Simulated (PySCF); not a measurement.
Job file and geometry (Å, from GFN2-xTB) of an NMR shielding run on SMILES C#C[SiH2]CSC, C$_{4}$H$_{8}$SSi, GIAO PBE0/pcSseg-1 NMR shielding, non-relativistic, gas phase in PySCF; density fitting, a coarse starting grid and PySCF grid level 2 are the driver's defaults:

```
$ OMP_NUM_THREADS=1 python probes_run.py task.json out

{"job": {"kind": "nmr", "xc": "PBE0", "basis": "pcSseg-1"}, "charge": 0, "multiplicity": 1}
C     -3.446869     1.365701    -0.802996
C     -2.684679     0.518521    -0.419585
Si    -1.517612    -0.791142     0.173549
C      0.215840    -0.008139     0.012025
S      1.488607    -1.184589     0.563950
C      2.962569    -0.161208     0.288782
H     -4.113593     2.107398    -1.139353
H     -1.790423    -1.101640     1.578922
H     -1.612473    -1.968833    -0.692309
H      0.438097     0.258043    -1.021065
H      0.305397     0.887484     0.626307
H      3.033042     0.097899    -0.764562
H      3.820133    -0.755949     0.585122
H      2.901285     0.735981     0.899442
```

**Question.** What does the program print?

**Answer.** 
```
coarse grid: 12552 points
cycle   1  E = -844.2690757775  dE =  3.962e-01  |g| = 4.000e-01  |ddm| = 3.423e+00
cycle   2  E = -844.2724681485  dE = -3.392e-03  |g| = 3.866e-01  |ddm| = 8.738e-01
cycle   3  E = -844.3094830741  dE = -3.701e-02  |g| = 9.826e-02  |ddm| = 3.922e-01
cycle   4  E = -844.3114547156  dE = -1.972e-03  |g| = 4.462e-02  |ddm| = 9.423e-02
cycle   5  E = -844.3119427452  dE = -4.880e-04  |g| = 1.010e-02  |ddm| = 3.898e-02
cycle   6  E = -844.3119698218  dE = -2.708e-05  |g| = 2.625e-03  |ddm| = 1.312e-02
cycle   7  E = -844.3119713377  dE = -1.516e-06  |g| = 5.456e-04  |ddm| = 2.478e-03
final grid: 111480 points
cycle   8  E = -844.3513315195  dE = -2.262e-05  |g| = 7.582e-03  |ddm| = 2.679e-02
cycle   9  E = -844.3513239836  dE =  7.536e-06  |g| = 9.306e-03  |ddm| = 1.403e-02
cycle  10  E = -844.3513456153  dE = -2.163e-05  |g| = 6.620e-04  |ddm| = 8.220e-03
cycle  11  E = -844.3513457193  dE = -1.040e-07  |g| = 2.683e-04  |ddm| = 8.553e-04
cycle  12  E = -844.3513457335  dE = -1.421e-08  |g| = 1.355e-04  |ddm| = 2.723e-04
cycle  13  E = -844.3513457381  dE = -4.598e-09  |g| = 2.743e-05  |ddm| = 1.064e-04
cycle  14  E = -844.3513457383  dE = -1.839e-10  |g| = 7.689e-06  |ddm| = 3.099e-05
converged SCF energy = -844.3513457383

GIAO shielding tensors (ppm)
atom      isotropic    diamagn.    paramagn.     s11        s22        s33       span
  0 C       81.951     260.365    -178.414     -2.455     -0.293    248.601    251.056
  1 C      100.986     258.341    -157.355      2.893      9.724    290.340    287.447
  2 Si     417.751     879.400    -461.649    395.496    409.865    447.891     52.395
  3 C      162.944     256.527     -93.583    141.900    159.762    187.171     45.271
  4 S      577.143    1056.961    -479.818    444.922    490.880    795.627    350.705
  5 C      160.461     250.629     -90.168    140.883    154.926    185.574     44.691
  6 H       29.779      32.869      -3.090     24.669     24.789     39.878     15.209
  7 H       27.283      27.646      -0.363     23.416     26.322     32.112      8.695
  8 H       27.285      27.637      -0.353     23.419     26.321     32.115      8.696
  9 H       29.736      33.613      -3.877     24.270     29.388     35.549     11.279
 10 H       29.733      33.632      -3.898     24.267     29.385     35.548     11.281
 11 H       29.525      30.219      -0.695     24.616     27.514     36.445     11.829
 12 H       29.676      28.393       1.283     24.511     26.334     38.183     13.672
 13 H       29.526      30.233      -0.706     24.622     27.513     36.444     11.823
```

**Question.** Turn these shieldings into chemical shifts. Shifts are taken against calculated references (same method and geometry level): TMS for $^{13}$C (186.93 ppm), $^{29}$Si (349.16 ppm), $^{1}$H (31.72 ppm); $^{33}$S (503.73 ppm) against CS2.

**Answer.** Averaging equivalent atoms: C 0: 105.0; C 1: 85.9; C 5: 26.5; C 3: 24.0; Si 2: -68.6; S 4: -73; H 7/8: 4.43; H 11/12/13: 2.14; H 9/10: 1.98; H 6: 1.94 ppm. 

Size and cost of the density-fitted run: 156 basis functions, 33 s wall time on 1 thread of an Arm Neoverse N1, shared host; peak memory 0.72 GiB.
